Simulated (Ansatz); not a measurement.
`[F][GeH]([F])[Cl]` + `[CH3][GaH][N]=C=O` → `O=C=[N][GeH]([F])[Cl]` + `[CH3][GaH][F]`  (redistribution)

Isolated molecules relaxed with PBE0-D4/def2-TZVP in Ansatz; ΔE leaves out vibrations. CCSD(T)/CBS adds triple-zeta CCSD(T) − MP2 to the extrapolated MP2 energy (def2 sets, frozen cores). DFT in def2-TZVPP. B3LYP here is the variant with VWN-RPA as its local correlation; programs differ in this. For Ga, Ge outer-core shells are correlated without core-valence functions, which leaves a few kJ/mol of doubt a bond. Scalar relativity is left out up to krypton. One conformer a species, not always the lowest.

```csv
level,ΔE (eV)
B3LYP,0.09
SCS-MP2/def2-TZVPP,0.09
CCSD(T)/def2-TZVPP,0.09
CCSD/CBS(def2),0.11
```

Question: What does CCSD(T)/CBS give? (An estimate is asked.)

Answer: The calculation gave: +0.09 eV. The listed levels differ from it by 0.00, 0.00, 0.00, 0.02 eV.

Largest T1 diagnostic among the species: 0.015.

Leaving LDA and LC-ωPBE aside and taking each functional with its dispersion term where it has one, the values, not all of them listed here, spread over 0.07 eV, from revPBE-D4 to BHLYP-D4. In def2-TZVPP, CCSD(T) changes the Hartree–Fock value by −0.06 eV (the triples alone add −0.01 eV) and MP2 by −0.07 eV.
